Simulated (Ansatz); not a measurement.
This geometry of BCl2H + ClH (6 atoms, charge 0, multiplicity 1) is a first-order saddle point.

Computed with Ansatz, RKS BHLYP/def2-SVP.

```xyz
6
Properties=species:S:1:pos:R:3
B 0.014 -0.247 0.064
H 0.011 0.170 1.289
Cl 1.540 0.175 -0.712
Cl -1.537 0.103 -0.695
Cl 0.065 -2.252 0.690
H 0.036 -0.873 1.384
```

(1) Which two structures does it join? (They come from a converged band through this point; their orientation in space is the band's.)

(2) How far does it lie above each of them?

## Answers

(1) Bonds broken: B1–H2, Cl5–H6. Bonds formed: B1–Cl5, H2–H6. BCl2H + ClH becomes BCl3 + H2.

First end point:

```xyz
6
Properties=species:S:1:pos:R:3
B 0.003 0.459 -0.222
H 0.018 0.671 0.947
Cl 1.503 0.385 -1.100
Cl -1.520 0.300 -1.047
Cl 0.107 -2.678 1.162
H 0.018 -2.062 2.280
```

Last end point:

```xyz
6
Properties=species:S:1:pos:R:3
B 0.027 -0.678 -0.733
H -0.009 0.272 2.455
Cl 1.509 0.203 -0.970
Cl -1.504 0.117 -0.959
Cl 0.077 -2.359 -0.278
H 0.028 -0.478 2.505
```

(2) 123.1 kJ/mol above the first and 169.0 kJ/mol above the second. This is the barrier of this one path; another mechanism may lie lower. The orbitals stay closed-shell, which can raise the energy where a bond breaks towards radicals; this wasn't checked here.

Time of the run: 5.9 min on 1 thread of Arm Neoverse V2 (shared host), peak memory 0.15 GiB.
